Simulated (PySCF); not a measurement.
A series of related molecules.

All values: CAM-B3LYP/def2-SVPD (PySCF) at GFN2-xTB geometries, gas phase, one conformer each. Core orbitals are frozen in the response; Δα² is half the sum of the squared differences of the principal polarisabilities.

Problem. Rank by HOMO energy, lowest first.
A. `N#CC1=C[C@H](F)COC1`
B. `C1(C)COC[C@@H](F)C=1`
C. `FC1=C[C@H](F)COC1`
D. `C#CC1=C[C@@H](F)COC1`

Solution. A (-9.57 eV), C (-9.07 eV), B (-8.69 eV), D (-8.54 eV).

Problem. Rank by dipole moment, highest first.
A. `[F:1][C@H:2]1[CH:3]=[CH:4][CH2:5][O:6][CH2:7]1` with F1–C2–C3–C4 141°, C3–C4–C5–O6 10°, C4–C5–O6–C7 -43°, C5–O6–C7–C2 65°
B. `[F:1][C:2]1=[CH:3][C@H:4]([F:5])[CH2:6][O:7][CH2:8]1` with C2–C3–C4–F5 139°, C3–C4–C6–O7 -50°, C4–C6–O7–C8 66°, C6–O7–C8–C2 -45°
C. `[N:1]#[C:2][C:3]1=[CH:4][C@H:5]([F:6])[CH2:7][O:8][CH2:9]1` with C3–C4–C5–F6 142°, C4–C5–C7–O8 -51°, C5–C7–O8–C9 66°, C7–O8–C9–C3 -45°
D. `[F:1][C@@H:2]1[CH:3]=[C:4]([Cl:5])[CH2:6][O:7][CH2:8]1` with F1–C2–C3–C4 -112°, C3–C4–C6–O7 19°, C4–C6–O7–C8 -51°, C6–O7–C8–C2 63°
E. `[CH3:1][C:2]1=[CH:3][C@H:4]([F:5])[CH2:6][O:7][CH2:8]1` with C2–C3–C4–F5 139°, C3–C4–C6–O7 -50°, C4–C6–O7–C8 65°, C6–O7–C8–C2 -46°
F. `[CH:1]#[C:2][C:3]1=[CH:4][C@@H:5]([F:6])[CH2:7][O:8][CH2:9]1` with C3–C4–C5–F6 -141°, C4–C5–C7–O8 51°, C5–C7–O8–C9 -66°, C7–O8–C9–C3 45°

Solution. C (2.79 D), D (2.47 D), E (2.15 D), A (1.81 D), F (1.36 D), B (0.87 D).

Problem. Rank by mean static polarisability, highest first.
A. `F[C@H]1C=CCOC1`
B. `N#CC1=C[C@H](F)COC1`
C. `C#CC1=C[C@@H](F)COC1`
D. `[C@@H]1(F)COCC(C)=C1`

Solution. C (12.64 Å³), B (11.41 Å³), D (10.94 Å³), A (9.07 Å³).

All values together:

```csv
SMILES,change,formula,μ (D),HOMO (eV),LUMO (eV),α (Å³),Δα (Å³),electrons,α per electron (Å³)
F[C@H]1C=CCOC1,parent,C5H7FO,1.81,-9.04,0.94,9.07,3.09,54,0.168
CC1=C[C@H](F)COC1,H on C replaced by CH3,C6H9FO,2.15,-8.69,1.05,10.94,4.02,62,0.176
C#CC1=C[C@@H](F)COC1,H on C replaced by ethynyl,C7H7FO,1.36,-8.54,-0.11,12.64,7.91,66,0.192
N#CC1=C[C@H](F)COC1,H on C replaced by CN,C6H6FNO,2.79,-9.57,-0.73,11.41,6.19,66,0.173
F[C@@H]1C=C(Cl)COC1,H on C replaced by Cl,C5H6ClFO,2.47,-9.07,0.40,11.21,4.91,70,0.160
FC1=C[C@H](F)COC1,H on C replaced by F,C5H6F2O,0.87,-9.07,0.89,9.15,3.25,62,0.148
```

Conformers: `[F:1][C@H:2]1[CH:3]=[CH:4][CH2:5][O:6][CH2:7]1` with F1–C2–C3–C4 141°, C3–C4–C5–O6 10°, C4–C5–O6–C7 -43°, C5–O6–C7–C2 65°; `[CH3:1][C:2]1=[CH:3][C@H:4]([F:5])[CH2:6][O:7][CH2:8]1` with C2–C3–C4–F5 139°, C3–C4–C6–O7 -50°, C4–C6–O7–C8 65°, C6–O7–C8–C2 -46°; `[CH:1]#[C:2][C:3]1=[CH:4][C@@H:5]([F:6])[CH2:7][O:8][CH2:9]1` with C3–C4–C5–F6 -141°, C4–C5–C7–O8 51°, C5–C7–O8–C9 -66°, C7–O8–C9–C3 45°; `[N:1]#[C:2][C:3]1=[CH:4][C@H:5]([F:6])[CH2:7][O:8][CH2:9]1` with C3–C4–C5–F6 142°, C4–C5–C7–O8 -51°, C5–C7–O8–C9 66°, C7–O8–C9–C3 -45°; `[F:1][C@@H:2]1[CH:3]=[C:4]([Cl:5])[CH2:6][O:7][CH2:8]1` with F1–C2–C3–C4 -112°, C3–C4–C6–O7 19°, C4–C6–O7–C8 -51°, C6–O7–C8–C2 63°; `[F:1][C:2]1=[CH:3][C@H:4]([F:5])[CH2:6][O:7][CH2:8]1` with C2–C3–C4–F5 139°, C3–C4–C6–O7 -50°, C4–C6–O7–C8 66°, C6–O7–C8–C2 -45°.

Problem. Give the shifts from the parent, `F[C@H]1C=CCOC1`.

Solution. 
```
              SMILES  change in μ (D)  change in HOMO (eV)  change in LUMO (eV)  change in mean α (Å³)
   CC1=C[C@H](F)COC1            +0.34                +0.35                +0.11                  +1.87
C#CC1=C[C@@H](F)COC1            -0.45                +0.50                -1.05                  +3.57
 N#CC1=C[C@H](F)COC1            +0.98                -0.53                -1.67                  +2.34
 F[C@@H]1C=C(Cl)COC1            +0.66                -0.03                -0.54                  +2.14
   FC1=C[C@H](F)COC1            -0.94                -0.03                -0.05                  +0.08
```

Problem. How closely does the mean polarisability follow the number of electrons in this set?

Solution. The correlation coefficient is 0.72; α per electron runs from 0.148 to 0.192 Å³.
